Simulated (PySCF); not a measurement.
**[MoBr6]2-: multiplets, ligand field and magnetism**

[MoBr6]2-: Mo(IV) (d2), charge -2. The structure is a PBE0-D3(BJ)/def2-SVP, IEF-PCM water geometry optimised for multiplicity 3; coordination octahedral, point group Oh, metal–donor distances 2.55 Å.

The d shell alone is too small an active space for [MoBr6]2- (an active orbital has only 0.59 squared overlap with the free ion's shell): its levels, fitted parameters, g values and moments show what this model gives and aren't sound predictions.

```
7

Mo    0.000    0.000    0.000
Br    2.554    0.000    0.000
Br   -2.554    0.000    0.000
Br    0.000    2.554    0.000
Br    0.000   -2.554    0.000
Br    0.000    0.000    2.554
Br    0.000    0.000   -2.554
```

Method (PySCF 2.14, density fitting): CASSCF(2,5) with orbitals averaged over all microstates of the shell, strongly contracted NEVPT2 on the averaged canonical orbitals; basis x2c-TZVPall on the metal, x2c-SVPall elsewhere; spin-free X2C; IEF-PCM water; spin-orbit coupling by state interaction with the mean-field operator over all roots.

## Spin-free states

```
2S+1  deg.  symmetry  free-ion term  CASSCF / cm⁻¹  NEVPT2 / cm⁻¹  f(ED)
   3     3      3T1g        3F 0.89              0              0      –
   1     3      1T2g        1D 0.53           9302           7822      –
   1     2       1Eg        1G 0.53           9530           8002      –
   1     1      1A1g        1G 0.59          21664          18022      –
   3     3      3T2g        3F 1.00          20859          24198      0
   3     3      3T1g        3P 0.89          28213          28985      0
   1     3      1T2g        1G 0.53          29530          30918      –
   1     3      1T1g        1G 1.00          32038          32877      –
   3     1      3A2g        3F 1.00          43764          48520      0
   1     2       1Eg        1D 0.53          52451          54742      –
   1     1      1A1g        1S 0.59          62528          61111      –
```

Energies are counted from the ground state at NEVPT2 level. Weights follow the labels. f(ED) is the electric-dipole oscillator strength from the ground state at the fixed geometry, without vibronic coupling; occupations, where given, run over the ligand-field orbitals from the lowest.

Ligand-field fit:

```csv
cm⁻¹,CASSCF
10Dq,21634
B,571
"B, free ion",865
C,2410
"C, free ion",3518
rms of the fit,597
```

```csv
orbital,CASSCF / cm⁻¹,metal share,main function
1,0,0.90,degenerate set
2,0,0.90,degenerate set
3,0,0.90,degenerate set
4,21634,0.69,degenerate set
5,21634,0.69,degenerate set
```

ζ = 517 cm⁻¹, against 885 for the free ion. Spin-orbit coupling on the heavy ligands mixes in, so a single ζ doesn't describe the levels.

## Spin-orbit levels

```json
{"E / cm⁻¹": "0.0", "deg.": "2", "make-up": "0.99 3T1g"}
{"E / cm⁻¹": "17.9", "deg.": "3", "make-up": "0.99 3T1g"}
{"E / cm⁻¹": "951.2", "deg.": "3", "make-up": "1.00 3T1g"}
{"E / cm⁻¹": "1341.5", "deg.": "1", "make-up": "1.00 3T1g"}
{"E / cm⁻¹": "8351.4", "deg.": "3", "make-up": "0.99 1T2g"}
{"E / cm⁻¹": "8552.3", "deg.": "2", "make-up": "0.99 1Eg"}
{"E / cm⁻¹": "18569.3", "deg.": "1", "make-up": "0.99 1A1g"}
{"E / cm⁻¹": "24315.1", "deg.": "1", "make-up": "1.00 3T2g"}
{"E / cm⁻¹": "24502.0", "deg.": "3", "make-up": "0.99 3T2g"}
{"E / cm⁻¹": "24872.5", "deg.": "2", "make-up": "0.99 3T2g"}
{"E / cm⁻¹": "24875.2", "deg.": "3", "make-up": "0.99 3T2g"}
{"E / cm⁻¹": "29022.4", "deg.": "1", "make-up": "1.00 3T1g"}
{"E / cm⁻¹": "29259.3", "deg.": "3", "make-up": "0.99 3T1g"}
{"E / cm⁻¹": "29622.0", "deg.": "3", "make-up": "0.92 3T1g + 0.08 1T2g"}
{"E / cm⁻¹": "29808.7", "deg.": "2", "make-up": "0.99 3T1g"}
{"E / cm⁻¹": "31589.2", "deg.": "3", "make-up": "0.92 1T2g + 0.08 3T1g"}
```

Only the lowest levels are listed: 36 of 45 states.

## Magnetism

Degenerate or low-lying orbital states mix with the ground state, so no spin-only Hamiltonian applies. The lowest spin-orbit level is 2-fold; the next lies at 17.9 cm⁻¹. The two lowest states form a pseudo-doublet split by 0.001 cm⁻¹ with g_z = 0.00. μeff is 1.81 μB at 300 K and 0.93 μB at 10 K; the spin-only value is 2.83 μB.

| T / K | χT / cm³ K mol⁻¹ | μeff / μB |
| --- | --- | --- |
| 2 | 0.024 | 0.44 |
| 5 | 0.060 | 0.69 |
| 10 | 0.108 | 0.93 |
| 20 | 0.150 | 1.10 |
| 30 | 0.168 | 1.16 |
| 50 | 0.191 | 1.24 |
| 75 | 0.215 | 1.31 |
| 100 | 0.237 | 1.38 |
| 150 | 0.281 | 1.50 |
| 200 | 0.324 | 1.61 |
| 250 | 0.368 | 1.72 |
| 300 | 0.410 | 1.81 |

Powder magnetisation at 2 K: 0.01 μB at 0.5 T, 0.02 μB at 1 T, 0.04 μB at 2 T, 0.07 μB at 3 T, 0.11 μB at 5 T, 0.16 μB at 7 T.

Charge-transfer states lie outside this active space and may come lower than some of these levels. The ground state is orbitally degenerate in this regular structure, which would distort (Jahn–Teller), so its moment is that of the undistorted model. NEVPT2 lifts 3T2g from 20859 to 24198 cm⁻¹; on the d shell alone it tends to overshoot states that fill the eg-type orbitals. NEVPT2 on the d shell alone tends to put d–d bands too high for such charged or covalently bound ions. The geometry optimisation stopped short of its thresholds.

The job took 2.7 min on one thread of Intel Xeon Platinum 8488C (shared host), with 255 basis functions and a peak of 1.3 GiB, launched as `OMP_NUM_THREADS=1 python lf_run.py task.json out`.
